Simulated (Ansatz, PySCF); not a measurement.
Ansatz (a quantum-chemistry and plane-wave program) was given this input:
Ansatz 0.2 input:
```yaml
crystal:
  periodic: [false, false, false]
  atoms:
    - {symbol: F, position_ang: [-0.23351580, 1.37049839, -0.18841297]}
    - {symbol: S, position_ang: [-0.23503789, -0.19088341, 0.22788938]}
    - {symbol: F, position_ang: [-1.19494998, -0.51329830, -1.12702427]}
    - {symbol: F, position_ang: [0.79561188, 0.18898031, 1.51421678]}
    - {symbol: F, position_ang: [1.05069903, -0.70683211, -0.60391623]}
basis:
  gaussian:
    orbitals: STO-3G
hamiltonian:
  xc: pbe0
accuracy: high
```

**Question.** Convert this to an input for PySCF.

**Answer.** One answer among several that fit: 
```python
from pyscf import gto, scf, dft

mol = gto.Mole()
mol.atom = '''
    F    -0.23351580    1.37049839   -0.18841297
    S    -0.23503789   -0.19088341    0.22788938
    F    -1.19494998   -0.51329830   -1.12702427
    F     0.79561188    0.18898031    1.51421678
    F     1.05069903   -0.70683211   -0.60391623
'''
mol.basis = 'sto-3g'
mol.verbose = 3
mol.build()

mf = dft.RKS(mol)
mf.xc = 'pbe0'
mf.grids.atom_grid = (99, 590)
mf.grids.prune = None
mf.kernel()
```

Both were run: Ansatz gave -786.660297 Eh and PySCF -786.660300 Eh, 0.003 mEh apart.
